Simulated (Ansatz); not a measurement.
The same path of CH$_{4}$ClNSi (8 atoms, charge 0, multiplicity 1) was run twice with different band settings. The coordinate that changes most is the angle H5–N1–C2.

Theory: RKS BLYP/def2-SVP (Ansatz 0.2.0).

Relaxed end points:

```xyz
8
Properties=species:S:1:pos:R:3
N -0.133 1.486 -0.982
C -0.413 0.355 -0.498
Si 0.660 -0.604 0.769
Cl -1.945 -0.594 -0.939
H -0.831 1.852 -1.655
H 1.037 -1.919 0.162
H -0.162 -0.833 1.999
H 1.879 0.201 1.088
```

```xyz
8
Properties=species:S:1:pos:R:3
N -0.585 1.375 -1.216
C -0.640 0.271 -0.596
Si 0.551 -0.552 0.669
Cl -2.077 -0.798 -0.899
H 0.275 1.895 -0.965
H 1.029 -1.858 0.118
H -0.173 -0.770 1.960
H 1.711 0.380 0.874
```

Common settings: movable images 7; spring 5.0 eV/Å²; start path IDPP; force threshold 0.05 eV/Å; end points relaxed.

| run | climbing image | optimiser | iteration limit |
| --- | --- | --- | --- |
| 1 | yes | quadratic models (default) | 51 |
| 2 | from the first iteration | fire | 60 |

**Question.** What does each run give, and how far can it be trusted?

**Answer.** Run 1: converged after 14 iterations, highest image 0.772 eV above the first end. A vibrational analysis at the climbing image gives one clearly imaginary mode, 813i cm⁻¹: a first-order saddle point.
Run 2: not converged after 60 iterations, highest image 0.776 eV above the first end. The band didn't meet its force threshold, so its energies are provisional: the largest band force was still 0.07 eV/Å, and over the last iterations the top stayed at 0.78 eV.
